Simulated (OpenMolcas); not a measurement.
# [CSO3F3]− (SMILES [O-]S(=O)(=O)C(F)(F)F): name the method

The species is [CSO3F3]− (8 atoms), meant as a singlet with charge -1. As SMILES, `[O-]S(=O)(=O)C(F)(F)F`. The coordinates come from a PBE0-D4/def2-TZVPD relaxation.

```
atom    x (Å)    y (Å)    z (Å)
   O  -0.4521  -1.7938   0.5346
   S   0.5145  -0.8552   0.0078
   O   1.6221  -0.5428   0.8845
   O   0.8531  -1.0263  -1.3882
   C  -0.4409   0.7328  -0.0067
   F  -0.8543   1.0796   1.2213
   F   0.2924   1.7539  -0.4746
   F  -1.5349   0.6518  -0.7787
```

A calculation with OpenMolcas 26.06 gave:

The total energy is -961.4831 Eh. The HOMO energy is -1.95 eV, the LUMO energy is 7.97 eV and the HOMO–LUMO gap is 9.91 eV. The largest force is 2.139 eV/Å.

Which of these levels gave the numbers?
A. revPBE/def2-SVP
B. M06-2X/def2-SVP
C. B3LYP/def2-SVP
D. B3LYP/6-31G* (spherical functions)

D. The others give -960.6907 Eh (revPBE/def2-SVP), -960.9452 Eh (B3LYP/def2-SVP), -960.7348 Eh (M06-2X/def2-SVP).
